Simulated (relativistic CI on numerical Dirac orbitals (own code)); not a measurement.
Computed by Dirac-Coulomb-Breit CI, separate exchange-only KLI orbitals for each configuration, model QED (radiative potential, 1s self-energy scaled to tabulated hydrogen-like ionisation energies), unscaled Slater integrals (own radial code, finite nucleus).

The strongest absorption lines from the ground level of an ion, among the configurations computed and to levels below about 10800 eV (vacuum wavelength in nm, gf): 0.11519 (0.014), 0.11660 (0.025), 0.11931 (0.051), 0.11937 (0.0077), 0.12559 (0.14), 0.12575 (0.02), 0.14778 (0.69), 0.14856 (0.098).

Q: Which ion is it?
A. Ga29+
B. As31+
C. Cu27+
D. Mn23+

A: C. Cu27+ has 2 electrons and the ground level 1s2 1S_0; the strongest line goes to 1s 2p 1P°_1. The pattern of lines fixes the number of electrons, and along that sequence the line energies rise steadily with the charge (about as its square where n changes within one kind of shell, about linearly where n is kept but much faster in heavy ions where fine structure, which grows about as Z⁴, sets the gap, and irregularly where shells cross), which fixes Z. Configurations outside the model, such as inner-shell arrays, can give stronger lines. At this charge energies of transitions that change n are usually good to better than 1 %, and those within a shell (Δn = 0) to a few per cent.

LS names give the leading component of a level, which can be under half, so a name can repeat, a term be missing and a line seem to break the LS rules.
